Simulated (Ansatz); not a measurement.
Ansatz (an electronic-structure program) input (CCSD(T)/def2-QZVPPD):
A basis named .json is the Basis Set Exchange file of that set.

Ansatz 0.2 input:
```yaml
crystal:
  periodic: [false, false, false]
  atoms:
    - {symbol: Cd, position_ang: [-0.00000000, -0.00000000, -0.59277623]}
    - {symbol: Cl, position_ang: [0.00000000, 0.00000000, 1.67372111]}
basis:
  gaussian:
    orbitals: def2-QZVPPD.json
total_charge: 1
magnetization: {spin_polarized: true, initial_magnetization: 2}
correlation: {method: ccsd_t, electrons: outside_noble_gas}
```

Output:

```
Functional definition: HF
integrals: 0.79 GiB planned
1073 factors; integrals over basis functions are off by at most 1.0e-3 eV
mean field: 0.58 GiB planned
mean field evaluation 1: about -17035.1323 eV, gradient 1.6e1 eV
mean field evaluation 2: about -17035.1393 eV, gradient 1.6e1 eV
mean field evaluation 4: about -17036.4480 eV, gradient 1.9e0 eV
mean field evaluation 8: about -17036.5070 eV, gradient 1.2e-1 eV
mean field evaluation 16: about -17036.2633 eV, gradient 7.6e0 eV
mean field evaluation 32: about -17035.7765 eV, gradient 6.6e0 eV
mean field evaluation 64: about -17035.4454 eV, gradient 2.8e0 eV
mean field evaluation 96: about -17035.5169 eV, gradient 1.9e-2 eV
mean field -17036.50723318 eV, -626.0800930601 hartree, gradient 2.2e-6 eV, S^2 2.013037; 6 other end points of the search recorded, 0 dependent functions left out
determinant -17036.50723318 eV, -626.0800930601 hartree, with singles and doubles -17053.19950210 eV, -626.6935226283 hartree
determinant -17035.51690755 eV, -626.0436992643 hartree, with singles and doubles -17052.17684865 eV, -626.6559408071 hartree
9 core orbitals not correlated
reference -17036.50723318 eV, -626.0800930601 hartree; 10, 8 occupied and 148, 150 virtual orbitals, 1073 factors
second order -16.94547449 eV of doubles, -0.00000000 eV of singles
coupled cluster: 1.84 GiB planned
cycle   1  -16.52528030 eV  change    -1.1e0 eV  update   2.6e-2
cycle   2  -16.56988128 eV  change   -4.5e-2 eV  update   7.3e-3
cycle   3  -16.56838152 eV  change    1.5e-3 eV  update   2.9e-3
cycle   4  -16.56947952 eV  change   -1.1e-3 eV  update   9.0e-4
cycle   5  -16.56991156 eV  change   -4.3e-4 eV  update   3.4e-4
cycle   6  -16.56987382 eV  change    3.8e-5 eV  update   1.2e-4
cycle   7  -16.56990579 eV  change   -3.2e-5 eV  update   4.2e-5
cycle   8  -16.56993363 eV  change   -2.8e-5 eV  update   1.8e-5
cycle   9  -16.56992749 eV  change    6.1e-6 eV  update   6.4e-6
perturbative correction -0.64061074 eV, -0.0235420106 hartree
Total energy: -17053.71777142 eV, -626.7125686745 hartree
```

This state (charge 1, triplet) is run at the relaxed geometry of the species with charge 1 and multiplicity 1, and is a spin state other than that species' own.
